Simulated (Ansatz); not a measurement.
Coupled-cluster run, F5HSi2 (`F[SiH](F)[Si](F)(F)F`).

```yaml
crystal:
  periodic: [false, false, false]
  atoms:
    - {symbol: F, position_ang: [1.201878, -0.680952, 1.775009]}
    - {symbol: Si, position_ang: [0.187475, -1.009928, 0.600950]}
    - {symbol: F, position_ang: [0.882303, -2.044051, -0.380601]}
    - {symbol: Si, position_ang: [-0.210225, 0.970450, -0.592200]}
    - {symbol: F, position_ang: [-1.186790, 0.705731, -1.803736]}
    - {symbol: F, position_ang: [-0.886617, 2.054215, 0.334948]}
    - {symbol: F, position_ang: [1.119761, 1.589473, -1.169194]}
    - {symbol: H, position_ang: [-1.015483, -1.642136, 1.179124]}
basis:
  gaussian: {orbitals: def2-TZVPP}
correlation: {method: ccsd_t}
output: {orbitals: {seedname: orbitals}}
```

```sh
$ ansatz run in.yaml --threads 4 --pin off --events-out ev --progress --plain
```

Output of Ansatz, abridged:

```
Functional definition: HF
1610 factors; integrals over basis functions are off by at most 6.1e-4 eV
mean field evaluation 1: about -29280.7979 eV, gradient 5.5e1 eV
mean field evaluation 2: about -29281.0756 eV, gradient 5.6e1 eV
mean field evaluation 4: about -29286.1813 eV, gradient 2.9e0 eV
mean field evaluation 8: about -29286.2555 eV, gradient 1.7e-1 eV
mean field -29286.25564575 eV, -1076.2500440444 hartree, gradient 7.3e-6 eV, S^2 0.000000; 0 other end points of the search recorded, 0 dependent functions left out
15 core orbitals not correlated: weight in the atoms' cores, before any rotation towards them, 1.000 or more for the frozen orbitals, at most 0.000 for the correlated occupied ones
reference -29286.25564575 eV, -1076.2500440444 hartree; 22, 22 occupied and 216, 216 virtual orbitals, 1610 factors
second order -39.80282671 eV of doubles, -0.00000000 eV of singles
cycle   1  -39.23193761 eV  change    5.7e-1 eV  update   1.3e-1
cycle   2  -40.00261226 eV  change   -7.7e-1 eV  update   3.7e-2
cycle   3  -40.18695433 eV  change   -1.8e-1 eV  update   1.8e-2
cycle   4  -40.15843550 eV  change    2.9e-2 eV  update   3.7e-3
cycle   5  -40.15380040 eV  change    4.6e-3 eV  update   1.6e-3
cycle   6  -40.15559132 eV  change   -1.8e-3 eV  update   4.9e-4
cycle   7  -40.15552801 eV  change    6.3e-5 eV  update   1.6e-4
cycle   8  -40.15537409 eV  change    1.5e-4 eV  update   4.6e-5
cycle   9  -40.15536885 eV  change    5.2e-6 eV  update   1.5e-5
perturbative correction -1.16216247 eV, -0.0427086829 hartree
Total energy: -29327.57317707 eV, -1077.7684353141 hartree
```

Run time 4.8 min (4 threads of a server CPU on a shared host); peak host memory 6.1 GiB.

MP2 recovers 96.3 % of the CCSD(T) correlation energy and the triples give 2.8 %; T1 = 0.0126.
